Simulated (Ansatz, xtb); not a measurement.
## Two structures of GeH3N

Structure I is a triplet given by its coordinates and structure II is `[NH]=[GeH2]`, a singlet. Both are isolated molecules in the gas phase, relaxed with PBE0-D3(BJ)/pcseg-1.

I (Å):

```tsv
atom	x (Å)	y (Å)	z (Å)
Ge	0.3097	0.3452	0.9546
N	-0.5848	-0.6112	-0.3830
H	-0.3725	-0.3290	-1.3376
H	1.2745	-0.5680	1.7720
H	-1.5952	-0.6699	-0.2761
```

Close contacts (Å): Ge1–N2 1.87, Ge1–H4 1.56, N2–H3 1.02, N2–H5 1.02.

II (Å):

```xyz
5

Ge   -0.0040    0.0817   -0.0849
N    -0.4564   -0.8839   -1.4285
H     1.1876    1.0484    0.0656
H     0.2013   -0.7502   -2.2046
H    -0.8867   -0.0036    1.1595
```

Problem. Estimate E(II) − E(I) at the level CCSD(T)/def2-TZVPP.

Solution. Calculated at CCSD(T)/def2-TZVPP: E(II) − E(I) = −54.1 kJ/mol, so structure II lies lower.

Level by level:

| level | geometry | E(II) − E(I) (kJ/mol) | departure from the last row (kJ/mol) | job, with rough time for the two |
| --- | --- | --- | --- | --- |
| PBE0-D3(BJ)/pcseg-1 | PBE0-D3(BJ)/pcseg-1 | −22.7 | +31.3 | optimisation, 91 s |
| HF/def2-TZVPP | PBE0-D3(BJ)/pcseg-1 | +52.1 | +106.1 | part of the CCSD(T) run |
| MP2/def2-TZVPP | PBE0-D3(BJ)/pcseg-1 | −60.8 | −6.7 | part of the CCSD(T) run |
| CCSD(T)/def2-TZVPP | PBE0-D3(BJ)/pcseg-1 | −54.1 |  | single point, 1.9 min |

HF/def2-TZVPP puts the two in the other order. The largest departure from CCSD(T)/def2-TZVPP is that of HF/def2-TZVPP, 106.1 kJ/mol. At CCSD(T)/def2-TZVPP a singlet with the links of I lies below this triplet. Levels run at GFN2-xTB geometries aren't shown.

With harmonic frequencies from PBE0-D3(BJ)/pcseg-1 (ideal gas, rigid rotor, one conformer each, 298.15 K, 1 atm): on the last row, ΔE + ΔZPE = −62.2, ΔH = −62.8, ΔG = −58.8 kJ/mol.

Open shells are spin-unrestricted. The correlated steps freeze 10 core orbitals; the filled d shell of Ge is correlated, in a basis made for valence electrons. ΔG holds the spin degeneracy. Run with Ansatz 0.2.0; the last row on 1 thread of Intel(R) Xeon(R) Processor @ 2.50GHz (Skylake/Cascade Lake) on a shared host.
